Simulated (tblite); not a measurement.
C₆H₁₀S (charge +1 and doublet state).
Structure used (GFN2-xTB), in Å, numbered top down from 1:
```
atom  x, y, z in Å
C1     1.7001   -0.3486   -1.8111
C2     1.0048   -0.4723   -0.8373
C3     0.1823   -0.5918    0.3426
C4    -1.0905    0.2865    0.2544
C5    -1.9008    0.0126   -0.9857
C6     0.9562   -0.1767    1.6047
S7     1.4740    1.5531    1.5575
H8     2.2878   -0.2709   -2.6800
H9    -0.1246   -1.6411    0.4383
H10   -0.7363    1.3313    0.2758
H11   -1.7052    0.1339    1.1441
H12   -2.2534   -1.0204   -1.0157
H13   -2.7920    0.6392   -0.9912
H14   -1.3136    0.1863   -1.8858
H15    1.8542   -0.7910    1.7120
H16    0.3375   -0.2896    2.4953
H17    2.1126    1.4718    0.3720
```

Structure optimised with GFN2-xTB, isolated species. This method treats the open shell by occupation alone, without spin polarisation.

Take the most abundant isotopes and a rigid rotor. The values belong to one conformer with, in the numbering `[CH:1]#[C:2][C@H:3]([CH2:4][CH3:5])[CH2:6][SH+:7]`, C2–C3–C4–C5 55°, C2–C3–C6–S7 62°, C3–C6–S7–H -54°.

(1) What are A, B and C (cm⁻¹)?

(2) Classify the top.

(3) What does the inertial defect say?

(4) Give the other two planar moments, Paa and Pbb, and the rms extents of the mass along the axes.

(5) Where do the levels up to J = 3 lie, in K?

## Answers

(1) Ia = 187.01, Ib = 319.42, Ic = 414.91 u·Å²; 505379 MHz·u·Å²/I gives 2702, 1582 and 1218 MHz, that is A = 0.09014, B = 0.05278, C = 0.04063 cm⁻¹.

(2) An asymmetric top. Ray's parameter κ = (2B − A − C)/(A − C) = -0.509; −1 is the prolate and +1 the oblate limit.

(3) Not planar: Δ = Ic − Ia − Ib = -91.52 u·Å². For a rigid frame Δ = −2 Σ m c², so Σ m c² = 45.76 u·Å² lies off the ab plane: 13.17 from hydrogen and 32.59 from heavier atoms. The atom farthest from that plane is 1.76 Å away.

(4) Paa = Σ m a² = (Ib + Ic − Ia)/2 = 273.66 and Pbb = Σ m b² = (Ia + Ic − Ib)/2 = 141.25 u·Å². With the mass M = 114.05 u, the rms extents √(P/M) along a, b and c are 1.55, 1.11, 0.63 Å.

(5) Above 0(0,0), as E/k:
J = 1: 1(0,1) 0.134, 1(1,1) 0.188, 1(1,0) 0.206
J = 2: 2(0,2) 0.400, 2(1,2) 0.439, 2(1,1) 0.492, 2(2,1) 0.653, 2(2,0) 0.657
J = 3: 3(0,3) 0.789, 3(1,3) 0.814, 3(1,2) 0.919, 3(2,2) 1.056, 3(2,1) 1.073, 3(3,1) 1.371, 3(3,0) 1.371
The levels of one J sum to (2J + 1)J(J + 1)(A + B + C)/3.

For this open shell read J as N, the rotation without spin; fine and hyperfine splittings come on top. Its GFN2-xTB frequencies are all real (lowest 61 cm⁻¹). Constants of a rigid frame at the computed geometry: no zero-point averaging, no centrifugal distortion.

The run took 0.48 s of wall time on an Arm Neoverse V2 with one thread, shared host. That covers the optimisation of the geometry.
